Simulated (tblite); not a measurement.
Compound: C5H3O5S2 (charge -1).
Bonds: O1–C2 (double), C2–O3, C2–C4, C4–C5 (aromatic), C5–S6 (aromatic), S6–C7 (aromatic), C7–S8, S8–O9 (double), S8–O10 (double), S8–O11, C7–C12 (aromatic), C4–C12 (aromatic). Hydrogens: H13 on O3; H14 on C5; H15 on C12.
Bond orders are those of one Lewis drawing.

Computed with GFN2-xTB (tblite), gas phase: L-BFGS steps from a force-field or distance-geometry start until the largest atomic force falls under 0.01 eV/Å.

Geometry at step 5:
```
atom  x, y, z in Å
O1     -3.4730    0.1493    0.2607
C2     -2.4216   -0.4147    0.0617
O3     -2.3696   -1.7446   -0.2346
C4     -1.1086    0.2406    0.1099
C5     -0.9522    1.5762    0.3976
S6      0.6881    2.0309    0.3845
C7      1.2325    0.4245   -0.0048
S8      3.0006   -0.0584   -0.1956
O9      2.9000   -1.4764   -0.5239
O10     3.5112    0.7846   -1.2720
O11     3.5936    0.2162    1.1139
C12     0.1527   -0.3868   -0.1173
H13    -3.2414   -2.1832   -0.2622
H14    -1.7264    2.2799    0.6104
H15     0.2097   -1.4300   -0.3503
```

Question: Give the atomic forces at this geometry.

Answer: 
```tsv
atom	Fx (eV/Å)	Fy (eV/Å)	Fz (eV/Å)
O1	-0.200	-0.085	0.004
C2	0.249	-0.234	-0.090
O3	0.103	0.223	0.050
C4	-0.115	-0.214	-0.034
C5	-0.039	-0.231	-0.056
S6	0.586	-0.060	-0.030
C7	-0.478	0.182	0.032
S8	0.272	-0.069	0.175
O9	-0.092	0.291	0.031
O10	-0.294	-0.091	0.194
O11	-0.353	0.007	-0.340
C12	0.026	-0.198	-0.006
H13	0.211	0.510	0.090
H14	-0.097	0.120	0.028
H15	0.219	-0.150	-0.051
```

The largest, 0.59 eV/Å, acts on S6; the rms over all components is 0.210 eV/Å. The forces sum to zero within rounding, as they must for an isolated molecule in no field.

Question: Give the force on S6 in Eh/bohr and in nN.

Answer: 0.590 eV/Å ÷ 51.422 = 0.01147 Eh/bohr, and 0.590 eV/Å × 1.602 = 0.95 nN.

Question: How far is this geometry from the end of the optimisation?

Answer: 0.093 eV above it, and 0.110 Å rms away after alignment. The bonds farthest from their final lengths, with half the difference of the two atoms' forces along the bond (positive lengthens):

```csv
bond,now (Å),final (Å),force along bond (eV/Å)
C7–S8,1.843,1.814,+0.39
S6–C7,1.740,1.714,-0.29
C2–C4,1.468,1.453,-0.16
C2–O3,1.363,1.351,-0.24
C5–S6,1.702,1.712,+0.32
S8–O11,1.464,1.456,-0.35
```

The angle farthest from its final value is S6–C7–S8, 124.4° against 115.9°.

Of the 5 listed bonds off by 0.010 Å or more, this force points towards the final length in 4.

What follows is the cost of the whole relaxation. On one thread of an Arm Neoverse V2 (shared host), this took 0.35 s of wall time.
